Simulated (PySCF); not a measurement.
Electric field gradients and quadrupole coupling constants

Compound: C₃H₇Cl₂FSi.
SMILES with atom numbers: `[F:1][C@H:2]([Cl:3])[SiH2:4][CH2:5][CH2:6][Cl:7]` (hydrogens: H8 on C2; H9, H10 on Si4; H11, H12 on C5; H13, H14 on C6)

Cartesian coordinates in Å at the GFN2-xTB level; atoms count from 1:
```
atom  x, y, z in Å
F1     2.8945    1.6318    0.7313
C2     2.1599    0.4839    0.6764
Cl3    2.7749   -0.5010   -0.6801
Si4    0.2964    0.8832    0.3495
C5    -0.6097   -0.7847    0.5222
C6    -1.9630   -0.7425   -0.1570
Cl7   -2.8296    0.7376    0.3247
H8     2.3861   -0.0697    1.5917
H9     0.2179    1.4067   -1.0114
H10   -0.0910    1.8580    1.3680
H11   -0.7463   -1.0185    1.5790
H12   -0.0320   -1.6011    0.0865
H13   -1.8619   -0.6983   -1.2407
H14   -2.5969   -1.5860    0.1177
```

Field gradients from the PBE0/pcSseg-1 density (PySCF, non-relativistic), principal values in atomic units, ordered |Vxx| ≤ |Vyy| ≤ |Vzz|:

```json
{"atom": "Cl3", "Vxx": "-1.6705", "Vyy": "-2.0573", "Vzz": "3.7278"}
{"atom": "Cl7", "Vxx": "-1.7673", "Vyy": "-2.0033", "Vzz": "3.7706"}
```

Q: Find the asymmetry η = (Vxx − Vyy)/Vzz and the couplings χ = eQV/h (234.96 MHz × Q in barn × V in au), with Q(35Cl) = −0.0817 b.

A: 
```json
{"atom": "Cl3", "environment": "chlorine on a fluorinated carbon", "nucleus": "35Cl", "η": "0.10", "χzz (MHz)": "-71.56", "χxx (MHz)": "32.07", "χyy (MHz)": "39.49"}
{"atom": "Cl7", "environment": "alkyl chlorine", "nucleus": "35Cl", "η": "0.06", "χzz (MHz)": "-72.38", "χxx (MHz)": "33.93", "χyy (MHz)": "38.46"}
```

Q: What is Vzz at Cl7 in SI units (1 au = 9.71736 × 10²¹ V/m²)?

A: 3.7706 au = 36.640 × 10²¹ V/m².

Q: And the gradient at the other heavy atoms, for which no coupling is worked out here?

A: 
```json
{"atom": "F1", "environment": "alkyl fluorine", "Vzz (au)": "3.091", "η": "0.12"}
{"atom": "C2", "environment": "sp3 C–F carbon", "Vzz (au)": "-0.592", "η": "0.67"}
{"atom": "Si4", "environment": "SiH2 silicon", "Vzz (au)": "0.339", "η": "0.56"}
{"atom": "C5", "environment": "sp3 carbon bound to silicon", "Vzz (au)": "0.102", "η": "0.48"}
{"atom": "C6", "environment": "sp3 C–Cl carbon", "Vzz (au)": "0.478", "η": "0.19"}
```

Were the hydrogens deuterons (Q(2H) = 0.00286 b), χzz would run from 109 kHz (H10) to 208 kHz (H11 and H12).

Geometry: GFN2-xTB, one conformer, isolated molecule. GFN2-xTB bond lengths can be off by several hundredths of an ångström, more for odd bonds, and the gradients follow them. The basis is small and wasn't made for field gradients, so the couplings can be 20 % off.
